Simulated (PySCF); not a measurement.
Here is a computed PBE0-D3(BJ)/def2-SVP geometry (Å):
```
atom  x, y, z in Å
C1    -2.4805   -1.3371    0.0659
C2    -1.2629   -0.6015   -0.4442
C3     0.0496   -1.3902   -0.6550
C4     0.8002   -0.2288   -0.0190
C5     2.1616   -0.2135    0.5867
C6     1.8899    0.5604   -0.6759
C7    -0.5181    0.3504    0.5292
B8    -0.7209    1.9066    0.4067
O9     0.0382    2.8104    1.1038
O10   -1.6478    2.3975   -0.4573
H11   -3.2946   -0.6343    0.3039
H12   -2.8629   -2.0507   -0.6816
H13   -2.2463   -1.9049    0.9820
H14   -1.5204   -0.0457   -1.3598
H15    0.3219   -1.6654   -1.6862
H16    0.0860   -2.2947   -0.0244
H17    2.3121    0.3469    1.5159
H18    2.7651   -1.1237    0.5187
H19    2.3058    0.1812   -1.6141
H20    1.8531    1.6521   -0.6078
H21   -0.6609    0.0117    1.5735
H22    0.6687    2.3901    1.6949
H23   -1.6497    3.3616   -0.4601
```

Charge 0, singlet.

Question: Which heavy atoms are bonded, and with what formal order?

Answer: C1–C2 1.51 Å (single); C2–C3 1.55 Å (single); C3–C4 1.52 Å (single); C4–C5 1.49 Å (single); C5–C6 1.51 Å (single); C4–C7 1.54 Å (single); C7–B8 1.57 Å (single); B8–O9 1.37 Å (single); B8–O10 1.36 Å (single); C2–C7 1.55 Å (single); C4–C6 1.50 Å (single). Bonds to hydrogen (Å): C1–H11 1.10; C1–H12 1.10; C1–H13 1.10; C2–H14 1.10; C3–H15 1.10; C3–H16 1.10; C5–H17 1.10; C5–H18 1.09; C6–H19 1.09; C6–H20 1.09; C7–H21 1.11; O9–H22 0.96; O10–H23 0.96.

Question: Which species is it?

Answer: `C[C@@H]1CC2(CC2)[C@H]1B(O)O`, C7H13BO2. Among its features: three-coordinate boron, cyclopropane ring and cyclobutane ring.

Question: Name the point group.

Answer: C1 (no symmetry element, even within 0.4 Å).

Question: Which rings does it hold (smallest set)?

Answer: C4–C5–C6 (3 members); C2–C3–C4–C7 (4 members, 0.10 Å rms from planarity).

Question: Classify the heavy atoms.

Answer: C1: methyl carbon; C2: four-membered-ring carbon; C3: four-membered-ring carbon; C4: sp3 carbon at a ring junction; C5: three-membered-ring carbon; C6: three-membered-ring carbon; C7: sp3 carbon bound to boron; B8: three-coordinate boron; O9/O10: boron-bound oxygen.

Question: What is the arrangement about C1?

Answer: It has 4 neighbours (C2, H11, H12, H13) and is tetrahedral (angles from 107.7° to 111.5°).

Question: What is the arrangement about B8?

Answer: It has 3 neighbours (C7, O9, O10) and is planar (angles 122.7°, 119.6° and 117.6°, sum 360.0°, 0.02 Å off the plane of its three neighbours).
